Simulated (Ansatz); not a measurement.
`NC[O][SbH2]` + `CBS` → `[SH][SbH2]` + `CBOCN`  (redistribution)

Computed with Ansatz on PBE0-D4/def2-TZVP structures; ΔE is electronic, products minus reactants. CBS: MP2 limit from def2 TZ/QZ plus the TZ coupled-cluster correction, frozen cores. Functionals use def2-TZVPP. def2 core potentials past Kr. For Sb outer-core shells are correlated without core-valence functions, which leaves a few kJ/mol of doubt a bond. One conformer a species, not always the lowest.

`NC[O][SbH2]`:

```xyz
10

N    -0.710   -0.542    0.910
C     0.279   -1.027   -0.028
O     0.909    0.044   -0.654
Sb   -0.361    1.507   -1.134
H    -0.301   -0.261    1.791
H    -1.453   -1.204    1.082
H    -0.249   -1.672   -0.747
H     1.073   -1.623    0.441
H     0.937    2.307   -1.927
H    -0.124    2.472    0.266
```

`CBS`:

Z-matrix (Å, degrees):
```
C
B 1 1.558
H 1 1.096 2 109.5
H 1 1.096 2 109.6 3 115.0
H 1 1.092 2 115.2 3 -122.5
S 2 1.782 1 119.7 3 122.5
H 2 1.195 1 121.8 3 -57.5
H 6 1.343 2 98.9 1 -180.0
```

`[SH][SbH2]`:

Z-matrix (Å, degrees):
```
Sb
S 1 2.426
H 1 1.710 2 94.5
H 1 1.710 2 94.3 3 90.8
H 2 1.342 1 93.1 3 133.7
```

`CBOCN`:

Cartesian coordinates in Å:
```
C 0.272 0.139 2.351
B 0.418 -0.271 0.853
O 0.130 0.623 -0.117
C 0.168 0.247 -1.482
N -1.116 -0.237 -1.896
H -0.053 1.172 2.488
H 1.216 -0.010 2.886
H -0.451 -0.521 2.845
H 0.802 -1.369 0.528
H 0.900 -0.554 -1.628
H 0.509 1.141 -2.018
H -1.752 0.512 -2.134
H -1.044 -0.871 -2.677
```

```json
{"level": "ωB97X-V", "ΔE (eV)": "-0.85"}
{"level": "PBE", "ΔE (eV)": "-0.83"}
{"level": "PBE0", "ΔE (eV)": "-0.90"}
{"level": "MP2/def2-QZVPP", "ΔE (eV)": "-0.85"}
```

(1) What does CCSD(T)/CBS give? (Best estimate.)

Largest T1 diagnostic among the species: 0.014.

Results:

(1) The calculation gave: -0.87 eV. The listed levels differ from it by 0.02, 0.04, -0.03, 0.02 eV.

The D4 term adds +0.06 eV with B3LYP and +0.03 eV with PBE0; it sums over pairs of atoms, weighted by their polarisabilities, and B3LYP, whose exchange is more repulsive, gets the larger term. From PBE to PBE0 (25 % exact exchange), in def2-TZVPP and without D4, ΔE moves by −0.07 eV.

B3LYP here is the variant with VWN-RPA as its local correlation; programs differ in this.
